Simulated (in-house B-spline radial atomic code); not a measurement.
TDHF excitations of the silver ion Ag⁺

Method: TDHF. Computed with a B-spline radial code for spherical atoms: linear response of the closed shell [Kr] 4d10 with bare exchange (time-dependent Hartree-Fock); scalar-relativistic (spin-free one-electron X2C), finite nucleus, no spin-orbit coupling, no double excitations, S, P, D and F terms only; shells from n = 2 respond. Only terms of natural parity with L up to 3 were computed.

Command:
```bash
python run_td.py task.json out
```
Settings (radii: box in bohr, nucleus in fm):
```
Z                        47
electrons                46
configuration            [Kr] 4d10
hamiltonian              x2c
method                   hf
box_radius               41.61
rms_radius               4.5454
intervals                74
```

Cost of the run: 4.5 s on 1 thread of Intel(R) Xeon(R) Platinum 8488C (Sapphire Rapids) (shared host).

The lowest states, in the order of their Tamm-Dancoff energies; the method's threshold (minus the highest occupied level) is 22.035 eV. Labels give the largest channel, * marks a mixed state, and oscillator strengths are full-response dipole values. Energies in eV:

```csv
state,full response,Tamm-Dancoff,oscillator strength
4d → 5s 3D,5.570,5.625,-
4d → 5s 1D,6.373,6.399,-
4d → 5p 3P,?,?,-
4d → 5p 3F,10.931,10.973,-
4d → 5p 1F,11.295,11.303,-
4d → 5p 1P,11.732,11.819,0.594
4d → 6s 3D,15.577,15.583,-
4d → 6s 1D,15.691,15.694,-
4d → 5d 3S,?,?,-
4d → 5d 3D,16.323,16.337,-
```

Task: Where does 4d → 5p 3P lie?

Result: At 10.527 eV in full response, 10.582 eV in Tamm-Dancoff.

Task: Where does 4d → 5d 3S lie?

Result: At 15.888 eV in full response, 15.928 eV in Tamm-Dancoff.

Task: How large is the singlet-triplet splitting of 4d → 5s (D terms) in Tamm-Dancoff?

Result: 0.774 eV, from the unrounded values.

Task: What polarisabilities and dispersion coefficient does the method give?

Result: Dipole 8.817 bohr³, quadrupole 49.68 bohr⁵, C6 51.77 hartree·bohr⁶ for two such species.
